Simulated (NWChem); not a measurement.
## Total energies of CF (+1)

```
C
F 1 1.1535
```
Charge +1, spin multiplicity 1.

Everything below was run with NWChem. The geometry was optimised at PBE0/def2-SVP, a minimum by its harmonic frequencies.

Basis set: def2-QZVP (114 functions).

```
method   total energy (Ha)  relative cost
-------  -----------------  -------------
RHF             -136.91345              1
MP2             -137.28902        under 3
B2PLYP          -137.43394        under 3
PBE             -137.36268        under 3
B3LYP           -137.50326        under 3
BP86            -137.50026        under 3
CCSD(T)         -137.31349             60
```

Total energies of different functionals aren't comparable as a measure of quality: only differences taken within one method are. Relative cost: rough, from shared machines, SCF included, RHF = 1.

The correlated methods keep 2 core orbitals frozen. B3LYP has NWChem's definition, with VWN1-RPA local correlation. The structure started from a generated list of species. Coupled-cluster values serve here as a point of comparison, not as the truth.
